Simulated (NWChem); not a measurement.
All runs are NWChem calculations. System: AlF2I, charge 0, spin multiplicity 3, at the geometry of a parent with another charge or spin, in a state set for the comparison that need not be this species' ground state. Its SCF solution wasn't tested for a lower state. Level: UHF/def2-SVP with def2 effective core potentials on I.

Input file:

```
start mol
memory heap 200 mb stack 800 mb global 1000 mb
geometry units angstroms nocenter noautoz
  Al     0.000000     0.000000     1.358934
  F     -1.416003     0.000000     2.210820
  F      1.416003     0.000000     2.210820
  I      0.000000     0.000000    -1.084168
  symmetry group C2v
end
basis spherical
  * library def2-svp
end
ecp
  I library def2-ecp
end
scf
  uhf
  nopen 2
  maxiter 100
  thresh 1e-7
  semidirect memsize 60000000 filesize 0
  # guess.movecs holds the orbitals of an unrestricted PBE0 run
  vectors input guess.movecs output mol.movecs
end
task scf energy
```

Output (cleaned and shortened):

```
             Northwest Computational Chemistry Package (NWChem) 7.3.0
             --------------------------------------------------------

                                NWChem Input Module
                                -------------------

 Scaling coordinates for geometry "geometry" by  1.889725989
 (inverse scale =  0.529177249)

 Turning off AUTOSYM since
 SYMMETRY directive was detected!

                             Geometry "geometry" -> ""
                             -------------------------

 Output coordinates in angstroms (scale by  1.889725989 to convert to a.u.)

  No.       Tag          Charge          X              Y              Z
 ---- ---------------- ---------- -------------- -------------- --------------
    1 Al                  13.0000     0.00000000     0.00000000     1.35893400
    2 F                    9.0000    -1.41600300     0.00000000     2.21082000
    3 F                    9.0000     1.41600300     0.00000000     2.21082000
    4 I                   53.0000     0.00000000     0.00000000    -1.08416800

 Effective nuclear repulsion energy (a.u.)     380.0714273585

            Nuclear Dipole moment (a.u.)
            ----------------------------
        X                 Y               Z
 ---------------- ---------------- ----------------
     0.0000000000     0.0000000000    -0.0000037795

      Symmetry information
      --------------------

 Group name             C2v
 Group number             16
 Group order               4
 No. of unique centers     3

      Symmetry unique atoms

     1    2    4


 Summary of "ao basis" -> "" (spherical)
 ------------------------------------------------------------------------------
       Tag                 Description            Shells   Functions and Types
 ---------------- ------------------------------  ------  ---------------------
 *                          def2-svp                  on all atoms

 Summary of "ao basis" -> "ao basis" (spherical)
 ------------------------------------------------------------------------------
       Tag                 Description            Shells   Functions and Types
[...]
    49     -0.312780  4 I  s                 21     -0.219264  2 F  s
    35     -0.219264  3 F  s                  2      0.180890  1 Al s

 Vector   30  Occ=0.000000D+00  E= 1.192956D-01  Symmetry=b2
              MO Center= -1.5D-15, -3.5D-14,  1.2D+00, r^2= 4.8D+00
   Bfn.  Coefficient  Atom+Function         Bfn.  Coefficient  Atom+Function
  ----- ------------  ---------------      ----- ------------  ---------------
    12      0.959914  1 Al py                61     -0.244187  4 I  py
    26     -0.167088  2 F  py                40     -0.167088  3 F  py
     9      0.161738  1 Al py

 center of mass
 --------------
 x =   0.00000000 y =   0.00000000 z =  -0.16655004

 moments of inertia (a.u.)
 ------------------
        1368.487593621995           0.000000000000           0.000000000000
           0.000000000000        1640.552822998173           0.000000000000
           0.000000000000           0.000000000000         272.065229376179

  Mulliken analysis of the total density
  --------------------------------------

    Atom       Charge   Shell Charges
 -----------   ------   -------------------------------------------------------
    1 Al  13    12.26   2.00  1.99  0.73  0.50  5.94  0.59  0.17  0.34
    2 F    9     9.53   1.99  1.11  0.83  3.33  2.27  0.00
    3 F    9     9.53   1.99  1.11  0.83  3.33  2.27  0.00
    4 I   25    24.67   1.83  0.22  1.30  0.58  2.93  3.12  2.51  2.14  9.83  0.22

  Mulliken analysis of the alpha density
  --------------------------------------

    Atom       Charge   Shell Charges
 -----------   ------   -------------------------------------------------------
    1 Al  13     6.60   1.00  1.00  0.52  0.53  2.97  0.31  0.09  0.19
    2 F    9     4.77   1.00  0.56  0.41  1.68  1.13  0.00
    3 F    9     4.77   1.00  0.56  0.41  1.68  1.13  0.00
    4 I   25    12.86   0.91  0.11  0.66  0.26  1.45  1.58  1.56  1.28  4.91  0.12

   Mulliken analysis of the beta density
   -------------------------------------

    Atom       Charge   Shell Charges
 -----------   ------   -------------------------------------------------------
    1 Al  13     5.66   1.00  0.99  0.22 -0.03  2.97  0.28  0.08  0.15
    2 F    9     4.76   1.00  0.55  0.42  1.65  1.14  0.00
    3 F    9     4.76   1.00  0.55  0.42  1.65  1.14  0.00
    4 I   25    11.81   0.91  0.11  0.64  0.31  1.49  1.53  0.95  0.86  4.92  0.09

   Mulliken analysis of the spin density
   -------------------------------------

    Atom       Charge   Shell Charges
 -----------   ------   -------------------------------------------------------
    1 Al  13     0.95   0.00  0.00  0.30  0.55 -0.00  0.03  0.01  0.04
    2 F    9     0.00   0.00  0.01 -0.01  0.02 -0.01  0.00
    3 F    9     0.00   0.00  0.01 -0.01  0.02 -0.01  0.00
    4 I   25     1.04  -0.00  0.00  0.02 -0.05 -0.04  0.05  0.61  0.42 -0.01  0.03

       Multipole analysis of the density wrt the origin
       ------------------------------------------------

     L   x y z        total         alpha         beta         nuclear
     -   - - -        -----         -----         ----         -------
     0   0 0 0      0.000000    -29.000000    -27.000000     56.000000

     1   1 0 0      0.000000      0.000000      0.000000      0.000000
     1   0 1 0      0.000000      0.000000      0.000000      0.000000
     1   0 0 1     -2.392216    -29.457710    -30.300354     57.365849

     2   2 0 0    -39.805745    -88.013791    -80.675811    128.883857
     2   1 1 0     -0.000000     -0.000000     -0.000000      0.000000
     2   1 0 1      0.000000     -0.000000      0.000000      0.000000
     2   0 2 0    -35.100631    -20.341060    -14.759572      0.000000
     2   0 1 1     -0.000000      0.000000     -0.000000      0.000000
     2   0 0 2    -44.412462   -281.504714   -267.755104    504.847356

 Task  times  cpu:        2.3s     wall:        2.3s

 Total times  cpu:        2.4s     wall:        2.4s
```
